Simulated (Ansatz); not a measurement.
Species: [In(CH3)3(CH3OH)] (charge 0, multiplicity 1).

Problem. Give a relaxed geometry from B3LYP-D3(BJ)/def2-SVP in Ansatz (a program for electronic structure).

Solution. Several could match; the one computed here: the end point of this relaxation, one of several conformers.
Z-matrix (Å, degrees):
```
In
C 1 2.1948
H 2 1.1005 1 111.06
H 2 1.1017 3 108.64 1 121.61
H 2 1.1019 3 108.28 4 116.73
C 1 2.2032 2 121.05 3 -24.07
H 6 1.1017 1 111.24 2 36.42
H 6 1.1022 7 107.66 1 120.92
H 6 1.1027 7 108.81 8 115.98
C 1 2.2047 2 119.50 3 170.15
H 10 1.1017 1 111.54 2 -35.93
H 10 1.1021 11 108.65 1 122.81
H 10 1.1022 11 107.62 12 116.19
O 1 2.4440 2 97.16 3 71.34
H 14 0.9674 1 108.63 2 -144.92
C 14 1.4243 15 110.20 1 133.90
H 16 1.0982 14 106.91 15 178.90
H 16 1.1027 17 108.60 14 119.88
H 16 1.1029 17 108.46 18 119.18
```
